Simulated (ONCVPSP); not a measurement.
# Which change was made? (Sc, ONCV)

ONCVPSP 4.0.1 input, shortened (lines: element, Z, core and valence counts, functional; n l f; lmax; l rc ep ncon nbas qcut; lloc lpopt rc5 dvloc0; l nproj debl; icmod fcfact rcfact), LDA (Perdew-Wang 92), fully relativistic:

```
  Sc 21.00    5    2  -001012      upf
    1    0    2.00
    2    0    2.00
    2    1    6.00
    3    0    2.00
    3    1    6.00
    3    2    1.00
    4    0    2.00
    2
    0    3.40    0.00    4    7    2.00
    1    2.70    0.03    5   10    3.30
    2    2.05    0.00    4    8    7.70
    4    2    1.80    0.00
    0    2    2.50
    1    2    1.70
    2    3    1.40
    3    1.75    1.00
```

Open shells are filled in proportion to 2j + 1.

In the p channel the program set the typed energies aside and used 0.050, 1.750 Ha (j = l + 1/2; the other j can differ).

Cutoffs, loose and tight: the cutoffs (Ha) at which the residual kinetic energy of the hardest occupied pseudo-wave falls to 1 and 0.1 mHa per electron. They do not see the model core or the augmentation charge, which bear on the density cutoff. Test errors are all-electron minus pseudo excitation energies from the reference, over the configurations 3d1 4s1; 3d1 4s0; 3d1 4s1.5; 3d1.5 4s1.5; variants that change the core or the reference have their own tests.

The base gives: outcome: generated, projector energies reset by the program; cutoff, loose: 22 Ha; cutoff, tight: 25 Ha; bound ghosts: p3/2, p1/2; GHOST(+) flags above zero: s; largest test error (meV): +134.

Problem. After one change the result is: outcome: failed: optimize: ERROR ps0norm > uunorm, code will stop. Which change was it?
A. p: rc 1.94
B. p: rc 2.58
C. p: rc 3.6

Solution. A. The others give: p: rc 3.6 → outcome: generated, projector energies reset by the program; cutoff, loose: 22 Ha; cutoff, tight: 25 Ha; bound ghosts: none; GHOST(+) flags above zero: s, p3/2, p1/2; largest test error (meV): +134 | p: rc 2.58 → outcome: generated; cutoff, loose: 22 Ha; cutoff, tight: 25 Ha; bound ghosts: p3/2, p1/2; GHOST(+) flags above zero: s; largest test error (meV): +134.
